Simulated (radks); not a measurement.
The numbers below are computed, except where a source is named.
Problem. Bi, 83 electrons, occupied as [Xe] 4f14 5d10 6s1.75 6p3 6d0.25 (fractional occupations, a model configuration). Level of theory: scalar-relativistic Kohn-Sham, SCAN, spin-polarised, spherical densities, finite nucleus; open shells are filled with parallel spins first (spin-orbit coupling, left out, can overturn this in heavy ions); meta-GGA in the generalised Kohn-Sham scheme; Fermi nuclear charge, rms radius 5.5211 fm (a radial shooting solver on a logarithmic mesh with Libxc functionals). Some entries of the table are withheld. Estimate them.

orbital  occ.  eigenvalue (Ry)  <1/r> (bohr^-1)
1s up       1        -6668.210            103.2
1s down     1        -6668.206            103.2
2s up       1        -1200.494            24.28
2s down     1        -1200.492            24.28
2p up       3        -1026.949            21.23
2p down     3        -1026.946            21.23
3s up       1        -290.8925            9.001
3s down     1        -290.8903            9.001
3p up       3        -241.0456            8.115
3p down     3        -241.0429            8.115
3d up       5        -190.7937            7.599
3d down     5        -190.7908            7.599
4s up       1        -67.37521            3.876
4s down     1        -67.37255            3.875
4p up       3        -50.97019            3.482
4p down     3        -50.96777            3.482
4d up       5        -32.12478            3.132
4d down     5        -32.12098            3.132
5s down     1        -11.92786            1.635
5s up       1        -11.92472            1.638
4f up       7        -11.45821            2.744
4f down     7        -11.45180            2.745
5p down     3         -7.33605            1.406
5p up       3         -7.32698            1.408
5d up       5         -2.16489            1.061
5d down     5         -2.14365            1.072
6s up       1              (1)           0.5821
6s down  0.75              (2)           0.6058
6p up       3         -0.52567           0.4361
6d up    0.25         -0.01952          0.04791

Solution. 
(1) 6s up eigenvalue (Ry): -1.28589
(2) 6s down eigenvalue (Ry): -1.10565
